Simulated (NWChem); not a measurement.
System: BeO; SMILES [Be]=[O]

```xyz
2

Be     0.0000     0.0000    -0.8849
O      0.0000     0.0000     0.4534
```
Atoms are numbered in this order, from 1.

Program: NWChem. Structure relaxed at the PBE0/def2-SVP level. GIAO values for the isolated, static molecule; σ is the absolute isotropic shielding, δ = σ(reference) − σ with the isolated reference molecule computed at the same levels (17O: water).

Problem. Estimate the computed values for PBE0/pcSseg-2. Quantities: σ Be1 (ppm); δ O2 (ppm).

Solution. The σ Be1 (ppm) comes out as 86.0 and the δ O2 (ppm) is 36.0.
